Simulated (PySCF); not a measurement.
**Tm⁵⁹⁺ (thulium, charge +59): Hartree-Fock from Schrödinger to Dirac-Coulomb-Breit**

Occupied: 1s1/2, 2s1/2, 2p1/2, 2p3/2. Hartree-Fock calculated with PySCF 2.14 in an uncontracted even-tempered set (16 s from 13 bohr⁻², ratio 2.7; 13 p from 16 bohr⁻², ratio 2.7), Gaussian nucleus throughout. NR is non-relativistic, sf-X2C the spin-free one-electron X2C Hamiltonian, X2C adds the bare one-electron spin-orbit term, X2C-SNSO screens it by Boettger's factors, DC is four-component Dirac-Coulomb, and the Gaunt and Breit terms are added at first order (total energies over the DC spinors, levels after relaxing the spinors in that mean field). QED terms are absent. Levels marked empty are virtual spinors of this ion.

| Hamiltonian | E (hartree) | E − E(DC) (hartree) | CPU seconds |
| --- | --- | --- | --- |
| NR | -8931.8028 | 555.1975 | 0.27 |
| sf-X2C | -9473.2968 | 13.7036 | 0.2 |
| X2C | -9483.5038 | 3.4965 | 0.2 |
| X2C-SNSO | -9482.8827 | 4.1176 | 0.2 |
| DC | -9487.0003 | 0.0000 | 8.7 |
| DC+Gaunt | -9475.7037 | 11.2966 | 14 |
| DC+Breit | -9476.6852 | 10.3151 | 41 |

Q: Give the 2p spin-orbit interval with each Hamiltonian that has one.

A: X2C 1054; X2C-SNSO 1021; DC 1020; DC+Gaunt 1009; DC+Breit 1009 (eV).

```
   level (eV)        NR    sf-X2C       X2C  X2C-SNSO        DC  DC+Gaunt  DC+Breit
        1s1/2  -60389.9  -64637.1  -64625.8  -64626.5  -64695.8  -64508.6  -64520.9
        2s1/2  -13598.1  -14814.8  -14812.0  -14812.2  -14821.8  -14801.6  -14803.0
        2p1/2  -13242.6  -13662.5  -14409.3  -14384.2  -14390.6  -14355.1  -14358.7
        2p3/2  -13242.6  -13662.5  -13355.2  -13363.7  -13370.4  -13346.5  -13350.1
3s1/2 (empty)   -5635.1   -6023.5   -6023.0   -6023.0   -6025.3   -6019.9   -6020.6
3p1/2 (empty)   -5519.2   -5689.7   -5888.7   -5882.1   -5883.8   -5874.5   -5875.8
3p3/2 (empty)   -5519.2   -5689.7   -5606.8   -5609.1   -5610.5   -5604.3   -5605.6
```

Weight of the small component: 1s1/2 0.0669, 2s1/2 0.0155, 2p1/2 0.0154, 2p3/2 0.0142, 3s1/2 0.00615, 3p1/2 0.00606, 3p3/2 0.00575.

Koopmans' value for the highest occupied level at DC+Breit: 13350.1 eV, against an ionisation energy of 13347 ± 7 eV (theoretical estimate listed by NIST; NIST Atomic Spectra Database, ionization energies); the former lacks relaxation, correlation, QED and recoil.

The whole ladder took 67 s of wall time on 1 thread of Neoverse-V1 (shared host), launched as `OMP_NUM_THREADS=1 python relrun2.py TASK.json OUT` (a driver that calls PySCF for each Hamiltonian).
